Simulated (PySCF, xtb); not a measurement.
C2H5NO2Si, SMILES C1=NCO[Si@@H]1O.

GFN2-xTB run with xtb 6.7.1 at its own geometry gives an orbital gap of 3.07 eV and a dipole moment of 1.08 D.

Geometry: B3LYP-D3(BJ)/def2-SVP. The structure was generated by enumeration; whether it is a known compound was not checked. One conformer was computed; it need not be the lowest.

**Question.** What does HF/def2-TZVP run with PySCF give? (An estimate is asked for; the answer gives what the named calculation found.)

**Answer.** gap 13.69 eV (levels -11.12 and 2.57 eV), dipole 1.00 D.
